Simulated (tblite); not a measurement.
Run record: tight-binding relaxation, `CP(C)P(P[SiH3])C(F)(F)F`.

Computed with GFN2-xTB geometry optimisation, gas phase (tblite 0.8.0). Start geometry: from a force field or distance geometry. The command runs a driver script over a list of jobs; the input below is this job's line of settings and its coordinates in Å.

Command:
```bash
OMP_NUM_THREADS=1 python probes_run.py task.json out
```

Input:
```
{"job": {"kind": "relax", "xc": "GFN2-xTB", "basis": "xTB"}, "charge": 0, "multiplicity": 1}
C      1.952800     2.001700    -0.141000
P      1.430500     0.545400     0.836300
C      2.832900    -0.591300     0.437300
P     -0.055600    -0.281200    -0.706100
P     -1.785600     1.137700    -0.208400
Si    -3.524000     0.180500    -1.206300
C     -0.579200    -1.778700     0.094900
F     -1.073100    -1.469900     1.299800
F     -1.492700    -2.316500    -0.711400
F      0.496400    -2.562700     0.183200
H      2.206600     1.745700    -1.171900
H      1.146000     2.752900    -0.164600
H      2.815600     2.472600     0.330500
H      3.751000    -0.217000     0.887400
H      2.641900    -1.581300     0.835100
H      2.994300    -0.668600    -0.631100
H     -2.047500     0.719100     1.111900
H     -3.753400    -1.153500    -0.590000
H     -3.247900     0.047600    -2.650200
H     -4.714200     1.028300    -0.984400
```

Output:
```
step      E/eV     max force
  0    -952.76086    3.939
  1    -953.06220    2.201
  2    -953.29103    0.655
  3    -953.31976    0.415
  4    -953.33736    0.352
  5    -953.34753    0.234
  6    -953.35809    0.260
  7    -953.36739    0.246
  8    -953.37594    0.285
  9    -953.38099    0.245
... (107 lines left out)
117    -953.43749    0.018
118    -953.43756    0.025
119    -953.43768    0.034
120    -953.43782    0.035
121    -953.43798    0.023
122    -953.43811    0.020
123    -953.43821    0.023
124    -953.43828    0.022
125    -953.43832    0.018
126    -953.43835    0.010
```

«max force» is the largest atomic force in eV/Å.

Question: From which step on does the largest force stay under 0.1 eV/Å, and how much energy is left to gain from there?

Answer: From step 34 (0.081 eV/Å), 20.5 meV above the end.

Summary of the converged run: energy lowered by 15.6 kcal/mol over 126 steps; largest atomic force 0.010 eV/Å at the end.

Time: 1.5 s wall. Hardware: one thread, Arm Neoverse V1 (aarch64), shared host with 32 logical CPUs at a one-minute load of 12.
Labels such as C1 count atoms from 1, the log's own numbers from 0.
